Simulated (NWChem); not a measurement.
System: C2H6Zn; SMILES [CH3][Zn][CH3]

```xyz
9

Zn     0.0000     0.0000     0.0000
C      0.0000     0.0000     1.9469
H     -1.0227     0.0776     2.3514
H      0.5785     0.8469     2.3514
H      0.4442    -0.9245     2.3514
C      0.0000     0.0000    -1.9469
H     -0.5785    -0.8469    -2.3514
H      1.0227    -0.0776    -2.3514
H     -0.4442     0.9245    -2.3514
```
Atoms are numbered in this order, from 1.

Results from NWChem. Geometry: optimised at PBE0/def2-SVP. Field at 589 nm.

Task: What does the run give for B3LYP/def2-SVPD? Quantities: isotropic polarisability (bohr³); anisotropy (bohr³).

Result: 
```yaml
isotropic polarisability (bohr³): 55.3
anisotropy (bohr³): 31.5
```
